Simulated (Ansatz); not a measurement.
One change: `CN(C)B(F)F` becomes `CN(C)B(O)F`.

Ansatz, PBE0-D4/def2-TZVP geometries, multiplicity 1. Each molecule was computed in one conformer, which needn't be the lowest.

```
                                                                                  property  `CN(C)B(F)F`
                                                       LUMO energy (B3LYP/def2-TZVPP) / eV          0.49
                                                         HOMO energy (PBE/def2-TZVPP) / eV         -6.00
                                          size of the dipole moment (B3LYP/def2-TZVPP) / D          2.67
                                                       HOMO energy (B3LYP/def2-TZVPP) / eV         -7.15
                                        size of the dipole moment (ωB97M-V/def2-TZVPP) / D          2.61
ideal-gas entropy at 298 K and 1 bar (rigid rotor, harmonic PBE0-D4/def2-TZVP) / J/(mol·K)           333
```

Q: Give the same properties after the change, and the shifts. (An estimate is asked.)

A: Computed: 
```json
{"property": "LUMO energy (B3LYP/def2-TZVPP) / eV", "`CN(C)B(O)F`": "0.15", "shift": "-0.34"}
{"property": "HOMO energy (PBE/def2-TZVPP) / eV", "`CN(C)B(O)F`": "-5.65", "shift": "0.35"}
{"property": "size of the dipole moment (B3LYP/def2-TZVPP) / D", "`CN(C)B(O)F`": "3.45", "shift": "0.78"}
{"property": "HOMO energy (B3LYP/def2-TZVPP) / eV", "`CN(C)B(O)F`": "-6.81", "shift": "0.34"}
{"property": "size of the dipole moment (ωB97M-V/def2-TZVPP) / D", "`CN(C)B(O)F`": "3.42", "shift": "0.81"}
{"property": "ideal-gas entropy at 298 K and 1 bar (rigid rotor, harmonic PBE0-D4/def2-TZVP) / J/(mol·K)", "`CN(C)B(O)F`": "351", "shift": "18"}
```

With PBE0 the HOMO rises by 0.35 eV and the LUMO falls by 0.32 eV, so the gap narrows by about 0.67 eV. PBE moves the HOMO by 0.35 eV and ωB97M-V by 0.34 eV. The zero-point energy changes by 30.5 kJ/mol with +3 modes. Dipoles are sizes alone; their direction can turn.

B3LYP here is the variant with VWN-RPA as its local correlation; programs differ in this.
